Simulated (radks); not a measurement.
Question: Bi II, configuration [Hg] 6p2. Calculated with a radial shooting solver on a logarithmic mesh with Libxc functionals: Dirac Kohn-Sham, PBEsol, spin-unpolarised, spherical densities, finite nucleus; open shells are shared between the two j in proportion to 2j + 1; Fermi nuclear charge, rms radius 5.5211 fm. Some entries of the table are withheld. Estimate them.

orbital      occ.  eigenvalue (eV)  <r> (bohr)
1s1/2           2        -90428.78     0.01580
2s1/2           2        -16241.46     0.06581
2p1/2           2        -15613.96         (1)
2p3/2           4        -13295.81         (2)
3s1/2           2        -3925.988      0.1711
3p1/2           2        -3640.450      0.1616
3p3/2           4        -3121.480      0.1780
3d3/2           4              (3)      0.1545
3d5/2           6              (4)      0.1595
4s1/2           2        -906.8486      0.3771
4p1/2           2        -782.3778      0.3778
4p3/2           4        -654.3858      0.4126
4d3/2           4        -451.1047      0.4162
4d5/2           6        -427.2093      0.4273
5s1/2           2        -165.2867      0.8317
4f5/2           6        -163.3106         (5)
4f7/2           8        -157.8190         (6)
5p1/2           2        -122.0300      0.8851
5p3/2           4         -97.3004      0.9750
5d3/2           4         -36.8980       1.208
5d5/2           6         -33.8841       1.251
6s1/2           2         -22.1079       2.124
6p1/2    0.666667              (7)         (8)
6p3/2     1.33333              (9)        (10)

Answer: 
(1) 2p1/2 <r> (bohr): 0.05389
(2) 2p3/2 <r> (bohr): 0.06294
(3) 3d3/2 eigenvalue (eV): -2650.209
(4) 3d5/2 eigenvalue (eV): -2540.130
(5) 4f5/2 <r> (bohr): 0.4381
(6) 4f7/2 <r> (bohr): 0.4442
(7) 6p1/2 eigenvalue (eV): -13.1976
(8) 6p1/2 <r> (bohr): 2.562
(9) 6p3/2 eigenvalue (eV): -10.8608
(10) 6p3/2 <r> (bohr): 2.882
